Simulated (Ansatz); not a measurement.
Reaction: H4SiO (hydroxysilane, SMILES [SiH3]O) → H3SiO (SMILES [O][SiH3], doublet) + H (doublet) (the H-O bond breaks)
Each species at its own B3LYP-D3(BJ)/def2-TZVP minimum (Ansatz, a program for electronic structure).

Total energies in hartree (Ansatz). UHF or UKS for unpaired electrons; spin-orbit terms are left out. Cores are frozen in correlated methods. No relativity. Where a partner has so few electrons that a lower coupled-cluster level is exact, that level stands in.

```csv
species,HF/cc-pV(T+d)Z,CCSD(T)/cc-pV(T+d)Z,HF/cc-pV(Q+d)Z,CCSD(T)/cc-pV(Q+d)Z,CCSDT(Q)/cc-pV(T+d)Z
"1: H4SiO (hydroxysilane, SMILES O[SiH3])",-366.21113,-366.62438,-366.22217,-366.66282,-366.62543
"2: H3SiO (SMILES [O][SiH3], doublet)",-365.56711,-365.92715,-365.57757,-365.96269,-365.92871
3: H (doublet),-0.49981,-0.49981,-0.49995,-0.49995,-0.49981
```

Task: Work out the bond dissociation energy (electronic) in kcal/mol: take Hartree-Fock from cc-pV(Q+d)Z, extrapolate the CCSD(T) correlation energy as X^-3 (X = 3, 4), and add CCSDT(Q) - CCSD(T) in cc-pV(T+d)Z. 1 hartree = 627.51 kcal/mol.

Result: 
Species 1: correlation (64·(-0.44065) - 27·(-0.41325))/37 = -0.46064; step -0.00105; E1 = -366.22217 + (-0.46064) + (-0.00105) = -366.68386
Species 2: correlation (64·(-0.38512) - 27·(-0.36004))/37 = -0.40342; step -0.00156; E2 = -365.57757 + (-0.40342) + (-0.00156) = -365.98255
Species 3: correlation (64·(0.00000) - 27·(0.00000))/37 = 0.00000; step +0.00000; E3 = -0.49995 + (0.00000) + (+0.00000) = -0.49995
-1·E1 +1·E2 +1·E3 = 0.20136 hartree = 126.4 kcal/mol.
